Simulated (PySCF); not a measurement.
Below is a simulated gas-phase Si 2p photoelectron spectrum of `C[N](C)[GeH2][SiH3]`.

Every computed line was given a Gaussian of 1.0 eV full width at half maximum and an area set by the number of equivalent atoms (split 2:1 within a doublet); the highest printed point is 100. Theory: delta-SCF UKS SCAN, pcX-2 on the ionised atom, pcseg-1 elsewhere, spin-free X2C in PySCF 2.14.0.

(binding energy (eV), intensity): (104.9, 0), (105.0, 1), (105.1, 2), (105.2, 3), (105.3, 5), (105.4, 9), (105.5, 14), (105.6, 22), (105.7, 31), (105.8, 43), (105.9, 55), (106.0, 68), (106.1, 80), (106.2, 90), (106.3, 97), (106.4, 100), (106.5, 99), (106.6, 96), (106.7, 89), (106.8, 81), (106.9, 72), (107.0, 62), (107.1, 52), (107.2, 42), (107.3, 33), (107.4, 25), (107.5, 18), (107.6, 12), (107.7, 8), (107.8, 5), (107.9, 3), (108.0, 2), (108.1, 1), (108.2, 0), (108.3, 0), (108.4, 0)

Count the maxima, the lines and the sites behind this envelope.

The curve has 1 maximum (at 106.4 eV). Under it lie 2 lines from 1 inequivalent silicon site, drawn as a 2p3/2, 2p1/2 pair. At this width some lines have no maximum of their own.

Decompose the envelope and assign each component. Numbering: `[CH3:1][N:2]([CH3:3])[GeH2:4][SiH3:5]`.

| position (eV) | relative area | line | atoms | environment |
| --- | --- | --- | --- | --- |
| 106.30 | 0.67 | Si 2p3/2 | Si5 | SiH3 silicon |
| 106.92 | 0.33 | Si 2p1/2 | Si5 | SiH3 silicon |

What are the centre and the root-mean-square width of the whole band?

The area-weighted mean of the lines is 106.51 eV. Their own spread about it is 0.29 eV (rms) and each Gaussian has σ = 1.0/2.355 = 0.42 eV; the variances add, which gives 0.52 eV.

The curve has no shake-up lines and no vibrational structure. For 2p shells one spin-free hole was relaxed; a mean-field spin–orbit operator and the ground-state splitting of the three 2p orbitals were then diagonalised within the shell. The shell's mean is (2 × 2p3/2 + 2p1/2)/3, and the degeneracies 2j + 1 give areas of 2:1. 2p1/2 minus 2p3/2 (ligand field included): Si 0.62 eV. One conformer (not necessarily the lowest) at the PBE0-D3(BJ)/def2-SVP geometry, without solvent, vibrations or thermal averaging.

Conformer computed: `[CH3:1][N:2]([CH3:3])[GeH2:4][SiH3:5]`: C1–N2–Ge4–Si5 72°.
